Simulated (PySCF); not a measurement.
## Field gradients at the hydrogen positions

Species: C11H10.
Numbering: `[CH2:1]=[C:2]1[CH:3]=[CH:4][c:5]2[cH:6][cH:7][c:8]([CH3:9])[cH:10][c:11]21` (hydrogens: H12, H13 on C1; H14 on C3; H15 on C4; H16 on C6; H17 on C7; H18, H19, H20 on C9; H21 on C10)

Geometry (GFN2-xTB, Å), atoms numbered from 1 in this order:
```
atom  x, y, z in Å
C1    -2.5413   -1.3799   -1.1052
C2    -2.0257   -0.3625   -0.4134
C3    -2.7635    0.7304    0.2160
C4    -1.9084    1.5681    0.8279
C5    -0.5507    1.0858    0.6420
C6     0.6680    1.5793    1.0637
C7     1.8195    0.8849    0.7172
C8     1.7718   -0.2821   -0.0358
C9     3.0345   -1.0168   -0.3740
C10    0.5371   -0.7789   -0.4571
C11   -0.6118   -0.0989   -0.1197
H12   -1.9194   -2.1463   -1.5354
H13   -3.6031   -1.4741   -1.2602
H14   -3.8343    0.8155    0.1739
H15   -2.1569    2.4606    1.3746
H16    0.7306    2.4863    1.6477
H17    2.7804    1.2614    1.0391
H18    3.2485   -1.7636    0.3919
H19    2.9407   -1.5315   -1.3277
H20    3.8800   -0.3346   -0.4229
H21    0.4951   -1.6862   -1.0431
```

Level: PBE0/pcSseg-1 (PySCF, non-relativistic); Q(2H) = 0.00286 b; rigid geometry, the same for H and D, with no vibrational averaging.

Question: Rank these positions by the coupling χzz of a deuteron there, largest first.
A. H18 (methyl hydrogen)
B. H13 (vinylic hydrogen)
C. H21 (aromatic hydrogen)

Answer: B (225 kHz), C (219 kHz), A (208 kHz).

Tabulate Vzz, the asymmetry η and χzz = 234.96 MHz × Q × Vzz for every hydrogen position.

```csv
atom,bonded to,bond length (Å),Vzz (au),η,χzz (kHz)
H12,C1,1.077,0.3361,0.04,226
H13,C1,1.077,0.3348,0.04,225
H14,C3,1.075,0.3406,0.06,229
H15,C4,1.076,0.3382,0.04,227
H16,C6,1.081,0.3271,0.06,220
H17,C7,1.081,0.3256,0.07,219
H18,C9,1.091,0.3094,0.01,208
H19,C9,1.088,0.3140,0.03,211
H20,C9,1.088,0.3140,0.03,211
H21,C10,1.081,0.3264,0.07,219
```

How does χzz go with the bond length over the 10 C–H bonds?

A straight-line fit has a slope of -13.2 kHz for each 0.01 Å, with a correlation coefficient of -1.00, over lengths from 1.075 to 1.091 Å. The longer bonds have the smaller couplings here.

Give the 2H NMR doublet splittings at H12 for a magnetic field along the z, y and x axes of the gradient: 3χ/2, 3χ(1 + η)/4, 3χ(1 − η)/4.

With |χ| = 225.8 kHz and η = 0.044: 339, 177 and 162 kHz, to first order and without motion.

Geometry: GFN2-xTB; no solvent, vibrations or thermal averaging. GFN2-xTB bond lengths can be off by several hundredths of an ångström, more for odd bonds, and the gradients follow them. These gradients aren't converged with respect to the basis.
